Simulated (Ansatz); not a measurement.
Basis-set extrapolation for `[CH3][Al]1[BH][NH]1` (PBE0-D4/def2-TZVP geometry, frozen core, Ansatz). Multiplicity 1, RHF reference.

```json
{"": "HF", "def2-TZVPP": "-361.887424", "def2-QZVPP": "-361.900084"}
{"": "MP2 correlation", "def2-TZVPP": "-0.557892", "def2-QZVPP": "-0.595035"}
{"": "CCSD(T) correlation", "def2-TZVPP": "-0.617407", "def2-QZVPP": "not run"}
```

Energies in hartree. Use E(X) = E(∞) + A·exp(−7.88·√X) for Hartree–Fock and E(X) = E(∞) + B·X^(−2.97) for correlation, with X = 3 and 4, and add CCSD(T) minus MP2 of the smaller set to the MP2 limit.

Problem. What is the CCSD(T) energy at the basis-set limit?

Solution. HF limit: -361.900084 + (-0.012660) × 0.13774 = -361.90183. MP2 limit: -0.595035 + (-0.037143) × 0.74074 = -0.62255. Higher-order term: -0.617407 − (-0.557892) = -0.05951. Total: -362.58389 hartree, 2.15 eV below CCSD(T)/def2-TZVPP.
